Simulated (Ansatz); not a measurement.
Correlation energies of `FB[O][GeH3]` by basis set

```csv
atom,x (Å),y (Å),z (Å)
F1,-1.958,1.762,-0.909
B2,-0.804,1.152,-0.663
O3,-0.817,0.047,0.090
Ge4,0.593,-0.957,0.562
H5,0.194,1.628,-1.132
H6,1.858,-0.329,-0.040
H7,0.317,-2.354,-0.002
H8,0.616,-0.949,2.093
```

Total charge 0; spin multiplicity 1. Correlated methods include outer-core shells of Ge, which these sets cover unevenly. Scalar relativity is left out up to krypton. The structure was optimised at the PBE0-D4/def2-TZVP level. It is one conformer, not always the lowest. Frozen core, restricted reference, Ansatz 0.2.0.

| basis | HF (Eh) | MP2 corr. |
| --- | --- | --- |
| def2-SVP | -2276.38706 | -0.68400 |
| def2-TZVPP | -2276.90209 | -0.84145 |
| def2-QZVPP | -2276.95424 | -1.15448 |

Task: Estimate the CCSD correlation energy and the (T) correction in each basis where they were run (hartree).

Result: 
```tsv
basis	CCSD corr.	(T)
def2-SVP	-0.70570	-0.01625
def2-TZVPP	-0.86071	-0.02843
```
